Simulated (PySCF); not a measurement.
Harmonic spectrum computed at PBE0 in the def2-TZVP basis family (core potentials from Rb on, PySCF, no spin–orbit coupling):

```json
{"symmetry": "a'", "ω (cm⁻¹)": "121", "IR (km/mol)": "10.6"}
{"symmetry": "a''", "ω (cm⁻¹)": "124", "IR (km/mol)": "1.0"}
{"symmetry": "a'", "ω (cm⁻¹)": "464", "IR (km/mol)": "2.8"}
{"symmetry": "a'", "ω (cm⁻¹)": "649", "IR (km/mol)": "121"}
{"symmetry": "a'", "ω (cm⁻¹)": "817", "IR (km/mol)": "48.8"}
{"symmetry": "a'", "ω (cm⁻¹)": "3878", "IR (km/mol)": "106"}
```

Which molecule gave it? In each, all ligands are bound to the one heavy central atom.
A. InS(OH) (singlet)
B. PS(OH) (singlet)
C. GaS(OH) (singlet)
D. IS(OH) (singlet)
E. TlS(OH) (singlet)

A. It has Cs symmetry with In–O 1.944 Å, In–S 2.183 Å, O–H 0.961 Å.
